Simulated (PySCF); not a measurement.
Predicted microwave data (PySCF 2.14.0, PBE0-D3(BJ)/def2-SVP geometry optimisation, gas phase) for one isomer of C10H10O:

| Item | Value |
| --- | --- |
| Rotational constants | A = 2735, B = 543.8, C = 454.9 MHz |
| Dipole components | \|μa\| = 2.72 D, \|μb\| = 2.31 D, \|μc\| = 0.00 D |
| Inertial defect | -3.16 u·Å² |
| κ | -0.92 |

Question: Which candidate fits, each taken in the one conformer that was computed?
A. `O=C1[C@H](Cc2ccccc21)C` (2-methyl-1-indanone)
B. `[O:1]=[C:2]([c:3]1[cH:4][cH:5][cH:6][cH:7][cH:8]1)[CH:9]1[CH2:10][CH2:11]1` with O1–C2–C3–C4 178°, O1–C2–C9–C10 34°
C. `[O:1]=[C:2]1[CH2:3][CH2:4][CH2:5][c:6]2[cH:7][cH:8][cH:9][cH:10][c:11]21` with O1–C2–C3–C4 -152°, C2–C3–C4–C5 -56°, C3–C4–C5–C6 54°, C4–C5–C6–C7 153°
D. `[CH2:1]=[CH:2]/[CH:3]=[C:4]1/[CH:5]=[CH:6][C:7]([C:8]([CH3:9])=[O:10])=[CH:11]1` with C1–C2–C3–C4 180°, C6–C7–C8–C9 0°

Answer: D. It is C=C/C=C1/C=CC(C(C)=O)=C1, a near-prolate asymmetric top, point group Cs. The candidates at the same level (rigid rotor, commonest isotopes):

```tsv
SMILES	A (MHz)	B (MHz)	C (MHz)	μa (D)	μb (D)	μc (D)	Δ (u·Å²)	point group	rotor
O=C(c1ccccc1)C1CC1	3009	649.4	557.3	1.00	2.53	0.07	-39.24	near Cs	near-prolate asymmetric top
C=C/C=C1/C=CC(C(C)=O)=C1	2735	543.8	454.9	2.72	2.31	0.00	-3.16	Cs	near-prolate asymmetric top
C[C@H]1Cc2ccccc2C1=O	2338	895.8	667.0	1.59	2.82	0.15	-22.56	C1	asymmetric top
O=C1CCCc2ccccc21	1887	1076	702.8	0.90	3.12	0.19	-18.24	C1	asymmetric top
```

`C[C@H]1Cc2ccccc2C1=O` has B 65 % too high; `O=C1CCCc2ccccc21` has B 98 % too high; `O=C(c1ccccc1)C1CC1` has C 22 % too high. In the right answer the mirror of this Cs structure is the ab plane, so μc vanishes by symmetry. No structure here is proved a minimum.
